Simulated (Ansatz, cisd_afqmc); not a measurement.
Species: SnBr, charge 1, singlet. SnBr+ (SMILES [Br][Sn+]).
B3LYP-D3(BJ)/def2-TZVP minimum from Ansatz (a program for electronic structure):
```
Sn
Br 1 2.4229
```
Charge +1, spin multiplicity 1.

Total energies in def2-SVP, 10 correlated electrons, 23 frozen orbitals. UHF or UKS for unpaired electrons; spin-orbit terms are left out. Correlated methods leave the cores frozen (noble-gas shells, and filled d and f shells in the p block). Past Kr the def2 sets carry scalar-relativistic core potentials. AFQMC/CISD: phaseless, guided by CISD from CCSD amplitudes; bars are statistical, one sigma. Outlying blocks are dropped, and bars are widened where a walk drifts. Over all cases where full CI ran beside it in this data, AFQMC minus full CI had a median of +0.1 mEh and passed +0.4 mEh in a tenth of the cases. Spin-orbit terms, left out, reach several kcal/mol for Br and I, and more for heavier atoms. The spin of BrSn+ ([Br][Sn+], singlet) was assumed, and the state is the lowest solution found for it.

```
method         program          energy (Eh)  minus CCSDTQ (mEh)
----------  ----------  -------------------  ------------------
HF              Ansatz          -2785.25367              193.07
MP2             Ansatz          -2785.41881               27.93
CCSD            Ansatz          -2785.43888                7.86
CCSD(T)         Ansatz          -2785.44545                1.29
CCSDT(Q)        Ansatz          -2785.44684               -0.09
CCSDTQ          Ansatz          -2785.44674                0.00
AFQMC/CISD  cisd_afqmc  -2785.4466 ± 0.0003           0.1 ± 0.3
```

Rough core times of Ansatz's runs on a shared machine: CCSD(T) under 20 s, CCSDT(Q) under 20 s, CCSDTQ 4 min.
